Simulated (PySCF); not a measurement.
SMILES c1sc([SiH2][SiH2]C(OC)=O)cc1, GFN2-xTB optimised geometry. Atoms within 1.6 Å of the plane z = 0.0 Å (x, y, z in Å): Si6 (-1.54, -1.81, 0.14), C7 (-0.35, -0.36, 0.00), C8 (1.01, -0.36, 0.00), C9 (1.58, 0.93, 0.00), C10 (0.64, 1.91, 0.01), S11 (-0.95, 1.27, 0.01), H17 (-0.80, -2.97, -0.37), H18 (-2.64, -1.55, -0.80), H19 (1.59, -1.27, 0.00), H20 (2.64, 1.12, -0.01), H21 (0.78, 2.97, 0.01).

Computed with PySCF with PBE/def2-SVP. Cells within 0.4 Å of a nucleus heavier than hydrogen are left out (blank, or x).

Map of the log10 of the electron density (e/bohr³), floored at −4 on the plane z = 0.0 Å:

```
|0000000000000000000000000|
|0000000000000010000000000|
|0000000000012332100000000|
|0000000000123554310000000|
|0000000122235676421000000|
|0000001334456897532100000|
|0000013456667887643210000|
|0000024577778xx8655432000|
|0000134688988xx8877643100|
|000013568xx88889x88753100|
|000013467898768xx88753100|
|0000124567887788877642100|
|00001234578x8889865431000|
|00013345678xx9xx864310000|
|0012456667888889864210000|
|0013467787777678975200000|
|00235678xx765567764200000|
|00134677x9765445543100000|
|0012456677775333321000000|
|0001344567875321100000000|
|0001223456765310000000000|
|0000012345553210000000000|
|0000001223332100000000000|
|0000000011110000000000000|
|0000000000000000000000000|
```
Scale: ten equal steps from -4.00 (start of '0') to -0.154 (end of '9'), in the order '0123456789'; x runs from -5.00 to 5.00, y from -5.00 (bottom) to 5.00 (top).
